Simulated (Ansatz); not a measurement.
Relaxation of the cluster Li5Sn⁻ with RKS r2SCAN-D4/def2-TZVPD.

```sh
$ ansatz run in.yaml --threads 4 --pin off --events-out ev --progress --plain --max-ram 3916MiB
```

```yaml
crystal:
  periodic: [false, false, false]
  atoms:
    - {symbol: Li, position_ang: [-1.895230, 1.328920, 1.741730]}
    - {symbol: Li, position_ang: [1.996370, -0.381540, -1.079520]}
    - {symbol: Li, position_ang: [-1.393520, 2.482210, -0.180390]}
    - {symbol: Li, position_ang: [1.346300, -1.775460, 0.719960]}
    - {symbol: Li, position_ang: [0.201690, -1.895770, -1.341090]}
    - {symbol: Sn, position_ang: [-0.255610, 0.241650, 0.139320]}
basis:
  gaussian: {orbitals: def2-TZVPD}
total_charge: -1
hamiltonian: {xc: r2scan, dispersion: d4}
scf: {lower_state_search: "off"}
output: {orbitals: {seedname: orbitals}}
relax: {f_tol: 0.02, max_steps: 100}
```

Run time 29 s (4 threads of Arm Neoverse V1 on a shared host).

Positions (Å) and forces (eV/Å) at steps 1, 2, 3, 4, 5, 6, 7, 8, 9, 10, 13, 15 of 15:

```xyz
6
step=1 energy=-6857.1020 eV
Li   -1.895    1.329    1.742   -0.336   -0.511    1.034
Li    1.996   -0.382   -1.080    0.741    1.027   -0.469
Li   -1.394    2.482   -0.180    0.189    0.690   -0.972
Li    1.346   -1.775    0.720    0.099   -0.332    1.298
Li    0.202   -1.896   -1.341   -1.036   -0.483   -0.754
Sn   -0.256    0.242    0.139    0.343   -0.391   -0.138
6
step=2 energy=-6857.8727 eV
Li   -1.916    1.228    1.872   -0.007   -0.283    0.284
Li    2.082   -0.217   -1.138    0.255    0.419   -0.153
Li   -1.341    2.545   -0.327    0.168    0.091   -0.361
Li    1.341   -1.802    0.910    0.019   -0.091    0.496
Li    0.040   -1.944   -1.439   -0.426   -0.167   -0.284
Sn   -0.207    0.190    0.122   -0.010    0.031    0.018
6
step=3 energy=-6858.1138 eV
Li   -1.870    1.082    1.941    0.008   -0.111    0.095
Li    2.125   -0.036   -1.163   -0.019    0.117    0.005
Li   -1.235    2.516   -0.471    0.074    0.017   -0.139
Li    1.313   -1.786    1.083   -0.043    0.042    0.090
Li   -0.140   -1.953   -1.512   -0.111    0.045   -0.010
Sn   -0.193    0.178    0.121    0.091   -0.110   -0.041
6
step=4 energy=-6858.1661 eV
Li   -1.829    0.967    1.985   -0.001   -0.034    0.032
Li    2.102    0.077   -1.153    0.024    0.050   -0.021
Li   -1.135    2.468   -0.594    0.033   -0.010   -0.053
Li    1.283   -1.755    1.155    0.011   -0.023    0.053
Li   -0.243   -1.906   -1.521   -0.045   -0.011   -0.034
Sn   -0.177    0.150    0.128   -0.022    0.028    0.024
6
step=5 energy=-6858.1928 eV
Li   -1.905    0.969    1.989   -0.025    0.001    0.013
Li    2.058    0.180   -1.162    0.004    0.024   -0.001
Li   -1.042    2.353   -0.728    0.027   -0.053   -0.032
Li    1.355   -1.832    1.143    0.030   -0.032    0.006
Li   -0.341   -1.801   -1.515   -0.034    0.032   -0.003
Sn   -0.125    0.130    0.273   -0.002    0.027    0.018
6
step=6 energy=-6858.2270 eV
Li   -1.962    0.972    1.992   -0.034    0.014   -0.014
Li    2.034    0.264   -1.139   -0.007    0.005    0.000
Li   -0.974    2.219   -0.860    0.018   -0.089   -0.013
Li    1.422   -1.897    1.108    0.028   -0.034   -0.023
Li   -0.444   -1.679   -1.498   -0.022    0.062    0.013
Sn   -0.076    0.121    0.397    0.018    0.043    0.037
6
step=7 energy=-6858.2784 eV
Li   -2.078    0.939    1.892   -0.027   -0.011   -0.040
Li    2.007    0.298   -1.174   -0.006   -0.010    0.014
Li   -0.914    2.111   -0.919    0.020   -0.115    0.004
Li    1.486   -1.968    1.036    0.033   -0.022   -0.028
Li   -0.543   -1.546   -1.386   -0.044    0.100    0.040
Sn    0.041    0.166    0.551    0.023    0.059    0.010
6
step=8 energy=-6858.3248 eV
Li   -2.120    0.907    1.835   -0.011   -0.036   -0.063
Li    2.014    0.311   -1.160   -0.001   -0.011    0.001
Li   -0.897    1.968   -0.984    0.009   -0.051    0.000
Li    1.524   -1.998    0.992    0.013   -0.020   -0.033
Li   -0.642   -1.388   -1.330   -0.033    0.068    0.069
Sn    0.120    0.200    0.647    0.023    0.049    0.025
6
step=9 energy=-6858.3660 eV
Li   -2.172    0.825    1.721    0.032   -0.068   -0.084
Li    2.024    0.294   -1.179   -0.012   -0.011   -0.006
Li   -0.876    1.901   -1.004    0.016    0.008    0.005
Li    1.541   -2.021    0.941   -0.014    0.014   -0.018
Li   -0.738   -1.269   -1.207   -0.027    0.038    0.088
Sn    0.221    0.270    0.728    0.005    0.019    0.015
6
step=10 energy=-6858.4053 eV
Li   -2.200    0.685    1.585    0.060   -0.069   -0.072
Li    2.013    0.270   -1.221   -0.020   -0.018   -0.011
Li   -0.827    1.914   -1.000    0.014    0.026    0.009
Li    1.536   -2.015    0.924   -0.025    0.030    0.000
Li   -0.832   -1.194   -1.063   -0.008    0.029    0.068
Sn    0.310    0.341    0.775   -0.020    0.002    0.007
6
step=13 energy=-6858.4490 eV
Li   -2.007    0.190    1.540    0.049   -0.011   -0.007
Li    2.002    0.147   -1.374   -0.002    0.002    0.005
Li   -0.844    2.052   -1.007    0.003   -0.009    0.002
Li    1.189   -1.930    1.150   -0.031    0.041   -0.001
Li   -0.807   -1.026   -1.019    0.002    0.008   -0.001
Sn    0.467    0.567    0.711   -0.021   -0.031    0.001
6
step=15 energy=-6858.4565 eV
Li   -1.874    0.031    1.607   -0.012   -0.002    0.003
Li    2.031    0.149   -1.401    0.001    0.000   -0.002
Li   -0.862    2.067   -1.046   -0.001    0.002    0.000
Li    1.002   -1.879    1.241    0.005   -0.012    0.004
Li   -0.788   -0.985   -1.064   -0.002   -0.003   -0.003
Sn    0.491    0.618    0.663    0.009    0.014   -0.002
```

In the def2 sets Sn takes a core potential; there is no spin–orbit coupling. The restricted singlet is unstable: a solution with broken spin symmetry lies lower. The highest occupied level of the charge -1 singlet lies above zero (up to 0.35 eV). Its loss leaves the charge 0 doublet, which lies 0.77 eV higher (vertical, at r2SCAN-D4/def2-TZVPD), but this difference is unsure: the doublet is doubtful (geometry relaxed on an unsound state). The structure comes from a short search, and lower isomers may exist.
